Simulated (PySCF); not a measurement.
# Bond lengths and vibrations by method: AlBH3O2

Calculated results; nothing here was measured. They come from PySCF 2.14.0, an open-source quantum chemistry program, on an isolated molecule that a program drew, which may never have been made. The molecule is AlBH3O2 (charge 0, doublet), drawn as the SMILES string `[BH][Al]([OH])[OH]`.

The geometry was optimised and harmonic frequencies were computed with HF and MP2, all in the cc-pV(D+d)Z basis, for the commonest isotopes, with a restricted reference for singlets and an unrestricted one otherwise, and a frozen core in MP2. Each result is a local minimum of its method.

Geometry at the HF minimum:
```xyz
7
AlBH3O2, angstrom
B     0.3594    0.9813    0.4747
Al   -1.4512    0.0228    0.6615
O    -2.8464    0.8635    0.2237
O    -1.4652   -1.5348    1.3091
H     1.3944    1.3891    0.0547
H    -3.7595    0.6407    0.2662
H    -2.1654   -2.1283    1.5152
```

Lengths of the bonds as drawn, in Å (atoms numbered as above):
| bond | HF | MP2 |
|---|---|---|
| B1-Al2 | 2.057 | 2.054 |
| Al2-O3 | 1.687 | 1.711 |
| Al2-O4 | 1.687 | 1.711 |
| B1-H5 | 1.189 | 1.195 |
| O3-H6 | 0.941 | 0.962 |
| O4-H7 | 0.941 | 0.962 |

Rotational constants, in GHz:
```
constant,HF,MP2
A,6.588,6.303
B,6.082,6.155
C,3.166,3.115
```

Harmonic frequencies in cm^-1, each column in rising order, so a row needn't be the same motion in every method:
| rank | HF | MP2 |
|---|---|---|
| 1 | 180 | 103 |
| 2 | 181 | 171 |
| 3 | 251 | 175 |
| 4 | 257 | 242 |
| 5 | 268 | 260 |
| 6 | 349 | 293 |
| 7 | 510 | 542 |
| 8 | 583 | 589 |
| 9 | 617 | 629 |
| 10 | 634 | 653 |
| 11 | 869 | 839 |
| 12 | 944 | 911 |
| 13 | 2817 | ? |
| 14 | 4243 | 3954 |
| 15 | 4246 | 3957 |

**Estimate the missing MP2 frequency from the HF column.**

A single factor s that minimises the squared misfit of MP2 against s times HF over the other rows is sum(HF x MP2) / sum(HF^2) = 0.9358, with an rms misfit of 41 cm^-1. For rank 13 it gives 0.9358 x 2817 = 2636 cm^-1. The calculation gives 2776 cm^-1, 140 cm^-1 above the estimate. The drawn bonds are on average 1.3 % longer in MP2 than in HF.
